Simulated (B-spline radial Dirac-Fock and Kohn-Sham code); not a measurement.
## Scattering functions of Yb²¹⁺

System: ytterbium as Yb²¹⁺, [Kr] 4d10 4f3.

Model: Dirac-Fock densities. Program: a radial B-spline solver. f₀ is the Fourier transform of the spherical electron density, S the Waller-Hartree incoherent function, and s = sin θ/λ.

```csv
s (Å⁻¹),f₀,S
0,49.000,0.000
0.05,48.872,0.102
0.1,48.492,0.403
0.15,47.869,0.892
0.2,47.019,1.549
0.25,45.962,2.352
0.3,44.724,3.272
0.35,43.332,4.282
0.4,41.818,5.354
0.45,40.212,6.464
0.5,38.546,7.591
0.6,35.147,9.830
0.7,31.831,11.984
0.8,28.754,14.019
0.9,26.015,15.934
1,23.658,17.739
1.1,21.680,19.444
1.2,20.049,21.056
1.4,17.606,23.995
1.6,15.872,26.539
1.8,14.476,28.698
2,13.207,30.522
2.5,10.248,34.034
3,7.863,36.619
3.5,6.293,38.638
4,5.363,40.263
5,4.346,42.697
6,3.569,44.373
```

f₀ starts at the number of electrons, 49, and has fallen to half at s ≈ 0.96 Å⁻¹. The sum of ⟨r²⟩ over the electrons is 6.953 bohr².

Values without a named source are computed, but for edge energies of neutral atoms, which are taken from tables.
